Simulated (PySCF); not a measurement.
Species: C5H11F2N (charge +1 and doublet state).
SMILES with atom numbers: `[CH3:1][C:2]([CH3:3])([NH2+:4])[CH2:5][CH:6]([F:7])[F:8]` (hydrogens: H9, H10, H11 on C1; H12, H13, H14 on C3; H15, H16 on N4; H17, H18 on C5; H19 on C6)

Cartesian coordinates in Å at the GFN2-xTB level; atoms count from 1:
```
atom  x, y, z in Å
C1    -0.8141    1.3766   -0.3051
C2    -0.4524   -0.0789   -0.1048
C3    -1.5714   -0.7878    0.7478
N4    -0.3229   -0.7641   -1.3119
C5     0.8350   -0.2790    0.7719
C6     2.0930    0.1806    0.0350
F7     2.1950   -0.4422   -1.1592
F8     2.0842    1.4975   -0.2180
H9    -1.7456    1.4713   -0.8614
H10   -0.0495    1.9071   -0.8726
H11   -0.9349    1.8818    0.6489
H12   -1.3531   -1.8433    0.8795
H13   -2.5152   -0.6806    0.2204
H14   -1.6406   -0.3073    1.7180
H15   -0.4674   -0.2988   -2.1965
H16   -0.0441   -1.7346   -1.3356
H17    0.7339    0.2950    1.6926
H18    0.9636   -1.3334    1.0183
H19    2.9970   -0.0507    0.6253
```

The hyperfine couplings belong to this conformer and change with its torsions.

Theory: UKS B3LYP, pcH-1 on C F H N, non-relativistic, mean-field spin-orbit, GIAO in PySCF 2.14.0. One conformer (not necessarily the lowest) at the GFN2-xTB geometry, without solvent, vibrations or thermal averaging. Couplings are sensitive to structure, and on GFN2-xTB geometries they can be far from those on DFT ones, by a factor of two or more for some ions and for spin on atoms past the first row. Stability of the SCF solution: not tested.

Computed for the main isotopes (class means, splittings of 0.05 mT or more): g = 2.0038; H19 1H +55.3 MHz (1.97 mT); H15 1H -55.3 MHz (1.97 mT); H16 1H -53.3 MHz (1.90 mT); F7/F8 19F +33.7 MHz (1.20 mT); N4 14N +32.1 MHz (1.14 mT); H9 (×6) 1H +4.3 MHz (0.15 mT); 504 first-order lines, 11.47 mT wide. Two of these splittings differ by less than 0.03 mT, so with lines wider than that fewer lines would be seen.

(1) What changes when 1H at H9 (×6) is replaced by 2H at all these sites?

(2) What changes when 14N at N4 is replaced by 15N?

(3) Where do the 13C satellites of C1/C3 appear, and how strong are they?

(4) Where do the 13C satellites of C2 appear, and how strong are they?

Answers

(1) At a fixed geometry a is proportional to g_N: 0.85744/5.58569 = 0.1535, so a goes from +4.3 to +0.7 MHz (0.024 mT). The spin goes from 1/2 to 1, so the 1:6:15:20:15:6:1 septet becomes a 13-line multiplet. The spectrum then has 936 first-order lines over 10.82 mT, counting the new splitting although it is under 0.05 mT.

(2) Only the nuclear moment changes in this model. The ratio of g factors is -0.56638/0.40376 = -1.4028, so a goes from +32.1 to -45.0 MHz (1.604 mT). The spin goes from 1 to 1/2, so the 1:1:1 triplet becomes a 1:1 doublet. The spectrum then has 336 first-order lines over 10.78 mT.

(3) a = +35.0 MHz (class mean), or 1.25 mT in magnitude, and I = 1/2, so to first order each main line has two satellites, at ±0.62 mT. The isotope's abundance is about 1.07 % at each of 2 sites, shared among 2 lines, so each has 1.1 % of the main line's intensity.

(4) a = -32.8 MHz, or 1.17 mT in magnitude, and I = 1/2, so to first order each main line has two satellites, at ±0.58 mT. The isotope's abundance is about 1.07 %, shared among 2 lines, so each has 0.54 % of the main line's intensity.

Means are taken over nuclei equivalent by connectivity, which assumes that they swap fast. H15 and H16 aren't averaged: N4 is flat or nearly so (angle sum 360°), and its turn about the short N4–C2 bond (1.39 Å) is taken as slow. The six 1H nuclei of mean +4.3 MHz run from -9.2 to 23.1 MHz in the frozen geometry. The 19F value of +33.7 MHz is a mean of couplings from 1.4 to 66.0 MHz in this one geometry, not an average over conformers.

Hardware: one thread of an Arm Neoverse V2, no GPU, shared host. Cost: 90 s (with the writing of density and orbital grids), 0.97 GiB resident at most.
